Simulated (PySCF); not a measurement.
Dissociation curve of SMILES [BeH2] (H2Be), singlet. The Be1–H3 bond (Be1 also carries H; H3 carries nothing else) is stretched with both fragments frozen at the PBE0/def2-TZVP optimised geometry.

- UHF/cc-pVDZ (PySCF)
- RHF/cc-pVDZ (PySCF)
- UKS-BLYP = unrestricted BLYP/cc-pVDZ in PySCF 2.14.0
- RKS-BLYP = restricted BLYP/cc-pVDZ run with PySCF
- UKS-M06-2X = unrestricted M06-2X/cc-pVDZ (PySCF)
- RKS-M06-2X = restricted M06-2X/cc-pVDZ run with PySCF
- UKS-PBE0 = unrestricted PBE0/cc-pVDZ (PySCF)
- RKS-PBE0 = restricted PBE0/cc-pVDZ run with PySCF 2.14.0

Scanned distances (Å): 0.99, 1.07, 1.12, 1.20, 1.26, 1.31, 1.34, 1.38, 1.43, 1.48, 1.55, 1.65, 1.80, 2.00, 2.20, 2.40, 2.65, 2.96, 3.24, 3.63, 4.06, 4.68.

Task: Where does the unrestricted solution first break spin symmetry (<S²> of 0.01 or more)?

Result: UHF: between 2.00 and 2.20 Å; UKS-BLYP: between 2.40 and 2.65 Å; UKS-M06-2X: between 2.40 and 2.65 Å; UKS-PBE0: between 2.40 and 2.65 Å.

```
R / Å  <S²> UHF  E(RHF) − E(UHF) / kJ/mol  <S²> UKS-BLYP  E(RKS-BLYP) − E(UKS-BLYP) / kJ/mol  <S²> UKS-M06-2X  E(RKS-M06-2X) − E(UKS-M06-2X) / kJ/mol  <S²> UKS-PBE0  E(RKS-PBE0) − E(UKS-PBE0) / kJ/mol
-----  --------  ------------------------  -------------  ----------------------------------  ---------------  --------------------------------------  -------------  ----------------------------------
0.99       0.00                       0.0           0.00                                 0.0             0.00                                     0.0           0.00                                 0.0
1.07       0.00                       0.0           0.00                                 0.0             0.00                                     0.0           0.00                                 0.0
1.12       0.00                       0.0           0.00                                 0.0             0.00                                     0.0           0.00                                 0.0
1.20       0.00                       0.0           0.00                                 0.0             0.00                                     0.0           0.00                                 0.0
1.26       0.00                       0.0           0.00                                 0.0             0.00                                     0.0           0.00                                 0.0
1.31       0.00                       0.0           0.00                                 0.0             0.00                                     0.0           0.00                                 0.0
1.34       0.00                       0.0           0.00                                 0.0             0.00                                     0.0           0.00                                 0.0
1.38       0.00                       0.0           0.00                                 0.0             0.00                                     0.0           0.00                                 0.0
1.43       0.00                       0.0           0.00                                 0.0             0.00                                     0.0           0.00                                 0.0
1.48       0.00                       0.0           0.00                                 0.0             0.00                                     0.0           0.00                                 0.0
1.55       0.00                       0.0           0.00                                 0.0             0.00                                     0.0           0.00                                 0.0
1.65       0.00                       0.0           0.00                                 0.0             0.00                                     0.0           0.00                                 0.0
1.80       0.00                       0.0           0.00                                 0.0             0.00                                     0.0           0.00                                 0.0
2.00       0.00                       0.0           0.00                                 0.0             0.00                                     0.0           0.00                                 0.0
2.20       0.22                       4.0           0.00                                 0.0             0.00                                     0.0           0.00                                 0.0
2.40       0.52                      26.9           0.00                                 0.0             0.00                                     0.0           0.00                                 0.0
2.65       0.73                      70.1           0.09                                 0.4             0.29                                     5.5           0.34                                 6.1
2.96       0.87                     130.2           0.46                                11.6             0.64                                    32.2           0.67                                32.2
3.24       0.94                     182.9           0.68                                28.3             0.82                                    64.6           0.84                                61.9
3.63       0.98                     248.3           0.85                                52.4             0.93                                   108.9           0.95                               102.5
4.06       0.99                     308.1           0.94                                74.6             0.00                                       —           0.99                               139.5
4.68       1.00                     373.6           0.99                                97.1             0.00                                       —           1.00                               176.4
```

Dashes: no converged value, or the column stops at the first point that the program doubted or that broke a chosen test of continuity, which isn't proof of a fault.
